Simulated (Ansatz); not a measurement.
Job for Ansatz (a program for electronic structure): R-CCSD(T)/cc-pVTZ on CH5BO (SMILES BOC), a point of a bond scan (R = 1.192 Å).

Ansatz 0.2 input:
```yaml
crystal:
  periodic: [false, false, false]
  atoms:
    - {symbol: B, position_ang: [-0.29601612, 0.11287921, 1.27194518]}
    - {symbol: H, position_ang: [-1.18413033, 0.52665691, 1.95150054]}
    - {symbol: H, position_ang: [0.69681460, -0.37886937, 1.73084670]}
    - {symbol: O, position_ang: [-0.44734906, 0.21797670, -0.05665238]}
    - {symbol: C, position_ang: [0.53525936, -0.23564232, -0.98322630]}
    - {symbol: H, position_ang: [1.39622510, -0.66492676, -0.46632952]}
    - {symbol: H, position_ang: [0.08263230, -0.98692983, -1.63070172]}
    - {symbol: H, position_ang: [0.85577534, 0.60971339, -1.59246502]}
basis:
  gaussian:
    orbitals: cc-pVTZ
    pivot_positions_ang: [[-0.29601612, 0.11287921, 1.27194518], [-1.18413033, 0.52665691, 1.95150054], [0.69681460, -0.37886937, 1.73084670], [-0.44734906, 0.21797670, -0.05665238], [0.53525936, -0.23564232, -0.98322630], [1.39622510, -0.66492676, -0.46632952], [0.08263230, -0.98692983, -1.63070172], [0.85577534, 0.60971339, -1.59246502]]
magnetization: {spin_polarized: false}
correlation: {method: ccsd_t, electrons: outside_noble_gas}
scf: {lower_state_search: off}
output: {orbitals: {seedname: ./end}}
```

The log:

```
WARN ansatz: RAYON_NUM_THREADS=1 ignored (pool sized by the plan → 1); use --threads N
Functional definition: HF
these checks for a lower state are left out or cut short: stability, starts, cluster_reference, orbital_swaps, neighbouring_geometries, increment
integrals: 0.42 GiB planned
1067 factors; integrals over basis functions are off by at most 3.4e-4 eV
mean field: 0.34 GiB planned
mean field evaluation 1: about -3818.6181 eV, gradient 2.9e1 eV
mean field evaluation 2: about -3818.6183 eV, gradient 2.9e1 eV
mean field evaluation 4: about -3820.4811 eV, gradient 3.7e0 eV
mean field evaluation 8: about -3820.5152 eV, gradient 3.2e-2 eV
mean field -3820.51515654 eV, -140.4013423645 hartree, gradient 2.8e-6 eV, S^2 0.000000; 0 other end points of the search recorded, 0 dependent functions left out
3 core orbitals not correlated
reference -3820.51515654 eV, -140.4013423645 hartree; 9, 9 occupied and 148, 148 virtual orbitals, 1067 factors
second order -14.17038425 eV of doubles, -0.00000000 eV of singles
coupled cluster: 1.02 GiB planned
cycle   1  -14.50025431 eV  change   -3.3e-1 eV  update   8.4e-2
cycle   2  -14.87312022 eV  change   -3.7e-1 eV  update   2.5e-2
cycle   3  -14.96312979 eV  change   -9.0e-2 eV  update   1.5e-2
cycle   4  -14.95182069 eV  change    1.1e-2 eV  update   4.3e-3
cycle   5  -14.95253120 eV  change   -7.1e-4 eV  update   2.1e-3
cycle   6  -14.95278401 eV  change   -2.5e-4 eV  update   5.1e-4
cycle   7  -14.95249471 eV  change    2.9e-4 eV  update   1.4e-4
cycle   8  -14.95249245 eV  change    2.3e-6 eV  update   4.0e-5
cycle   9  -14.95249796 eV  change   -5.5e-6 eV  update   1.0e-5
perturbative correction -0.53186763 eV, -0.0195457747 hartree
Total energy: -3835.99952212 eV, -140.9703823040 hartree
Checks for a lower state left out: stability, starts, cluster_reference, orbital_swaps, neighbouring_geometries, increment
```

The run converged.

Cost: roughly 13 core-seconds.
